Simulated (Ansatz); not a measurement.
Calculated with Ansatz (gas phase, PBE0-D4/def2-TZVP geometries, no zero-point term in ΔE). CCSD(T)/CBS adds triple-zeta CCSD(T) − MP2 to the extrapolated MP2 energy (def2 sets, frozen cores). DFT in def2-TZVPP. B3LYP here is the variant with VWN-RPA as its local correlation; programs differ in this. For Ge outer-core shells are correlated without core-valence functions, which leaves a few kJ/mol of doubt a bond. Scalar relativity is left out up to krypton. Each species was taken in one conformer, which may not be the lowest.

Consider the ligand exchange at the Si–O bond: `F[Si](F)(Cl)O[SiH3]` + `[NH2][GeH2][Cl]` → `F[Si](F)(Cl)[NH][GeH2][Cl]` + `O[SiH3]`.

```csv
level,ΔE (kJ/mol),difference from CCSD(T)/CBS
r2SCAN-D4,55.3,1.9
B3LYP-D4,54.8,1.4
ωB97X-V,53.1,-0.3
ωB97M-V,51.8,-1.6
HF/def2-TZVPP,72.7,19.3
HF/def2-QZVPP,74.6,21.2
MP2/def2-QZVPP,51.9,-1.5
SCS-MP2/def2-QZVPP,56.1,2.7
HF/CBS(def2),74.8,21.4
MP2/CBS(def2),51.3,-2.1
CCSD(T)/CBS,53.4,0
```

Largest T1 diagnostic among the species: 0.011.

In def2-TZVPP, CCSD(T) changes the Hartree–Fock value by −19.4 kJ/mol (the triples alone add −3.1 kJ/mol) and MP2 by −21.5 kJ/mol. The D4 term adds −8.0 kJ/mol with B3LYP and −4.4 kJ/mol with PBE0; it sums over pairs of atoms, weighted by their polarisabilities, and B3LYP, whose exchange is more repulsive, gets the larger term.
